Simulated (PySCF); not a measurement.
C₃H₇B. Atoms are numbered in the order given.

```xyz
11

B      0.8478     0.2466     1.7487
C      0.0744    -0.5062     0.6291
C     -0.5075     0.2954    -0.4874
C     -0.3452     0.0394    -1.7865
H     -0.7523    -0.8905     1.2822
H      0.5853    -1.4153     0.2736
H     -1.0895     1.1775    -0.1909
H      0.2324    -0.8244    -2.1323
H     -0.7796     0.6860    -2.5531
H      1.5878    -0.3607     2.4889
H      0.6471     1.4225     1.9575
```

Geometry: PBE0-D3(BJ)/def2-SVP. This is a generated structure with no PubChem entry under its InChIKey; it may be hypothetical. Other conformers were not sampled.

All values below come from TDA-M06-2X/def2-SVPD (PySCF).

Vertical excitations. 

```csv
state,energy (eV),λ (nm),f,main pairs
S1,5.23,237,0.005,HOMO→LUMO 86 %
S2,5.90,210,0.001,HOMO−1→LUMO 85 %
S3,6.96,178,0.010,"HOMO−2→LUMO 42 %, HOMO→LUMO+1 27 %, HOMO→LUMO 9 %, HOMO−3→LUMO 8 %"
S4,7.11,174,0.036,"HOMO→LUMO+1 41 %, HOMO−2→LUMO 26 %, HOMO→LUMO+3 12 %"
S5,7.67,162,0.335,"HOMO→LUMO+2 50 %, HOMO→LUMO+4 29 %, HOMO→LUMO+1 8 %"
S6,7.73,160,0.115,"HOMO→LUMO+3 57 %, HOMO→LUMO+5 12 %, HOMO→LUMO+1 10 %, HOMO→LUMO+4 10 %"
S7,7.86,158,0.136,"HOMO→LUMO+4 45 %, HOMO→LUMO+2 28 %, HOMO→LUMO+3 14 %"
S8,8.11,153,0.002,"HOMO−1→LUMO+2 35 %, HOMO−3→LUMO+2 20 %, HOMO−2→LUMO+2 13 %, HOMO−1→LUMO+1 8 %"
S9,8.20,151,0.007,"HOMO−3→LUMO 62 %, HOMO−1→LUMO 12 %, HOMO−2→LUMO 9 %"
S10,8.42,147,0.020,HOMO→LUMO+5 78 %
T1,4.71,263,0,"HOMO→LUMO+2 75 %, HOMO→LUMO+1 12 %"
T2,4.91,253,0,"HOMO→LUMO 74 %, HOMO−2→LUMO 13 %"
T3,5.38,231,0,HOMO−1→LUMO 81 %
T4,6.68,186,0,"HOMO−2→LUMO 60 %, HOMO→LUMO 17 %, HOMO−3→LUMO 12 %"
```
Triplets are in the Tamm–Dancoff approximation.
